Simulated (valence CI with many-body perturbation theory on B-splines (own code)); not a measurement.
## Questions on Tm³⁶⁺

Calculated by relativistic CI+MBPT: five valence electrons over a frozen Dirac-Fock core [Ar] 3d10, radial functions for each j: 11 s, 11 p, 10 d, 8 f, 5 g, 2 h, with the one-electron correlation potential Σ1, the two-electron term Σ2, the three-electron term Σ3, Breit, model QED; selected CI, second order for the rest, scaled by the run's own slope (own B-spline code, finite nucleus).

The last digits are not significant, and no measured levels were compared; by estimate large intervals hold to a few tenths of a per cent, small ones and those within an open d or f shell to about a per cent. Among the levels kept, up to 2100 cm⁻¹ of a level comes from second order outside the variational space, and about a tenth of that is noise between levels of different J, which matters for small intervals.

Levels are named by their leading jj configuration (3d3/2^4 stands for four electrons in 3d with j = 3/2), which in mixed levels can hold well under half, so a name can repeat and another be missing.

Rates and lifetimes use the calculated energies. Strong lines usually hold to 10 to 20 %, long lifetimes can be off by a factor of two.

What is the ground level?

(4s^2 4p1/2^2 4p3/2) J=3/2, composition 45 % 4s²4p³ ²P° + 28 % 4s²4p³ ⁴S° + 26 % 4s²4p³ ²D°, g = 1.379.

Where does the other parity begin?

At (4s^2 4p1/2^2 4d3/2) J=3/2, 1093.7 × 10³ cm⁻¹.

Name the longest-lived excited levels whose lifetime is computed, and their main decay.

(4s^2 4p1/2 4p3/2^2) J=5/2 at 521.37 × 10³ cm⁻¹ lives 2.24 μs, mostly by M1 to (4s^2 4p1/2^2 4p3/2) J=3/2; (4s^2 4p1/2 4p3/2^2) J=1/2 at 571.15 × 10³ cm⁻¹ lives 635 ns, mostly by M1 to (4s^2 4p1/2^2 4p3/2) J=3/2; (4s^2 4p1/2 4p3/2^2) J=3/2 at 481.72 × 10³ cm⁻¹ lives 453 ns, mostly by M1 to (4s^2 4p1/2^2 4p3/2) J=3/2. The lifetime of (4s^2 4p1/2 4p3/2 4d5/2) J=9/2 is too uncertain to give, and may be longer.

What is the ionisation energy?

1593 eV; NIST lists 1591 ± 5 eV (theoretical).

How well does LS coupling describe the low levels?

Among the lowest 20 levels the leading LS term, summed over configurations, holds 53 % on average. For single configurations the figures are 49 % in LS and 87 % in jj coupling. Terms mix most in the J = 5/2 level at 1279.2 × 10³ cm⁻¹, where the leading one holds 27 %.
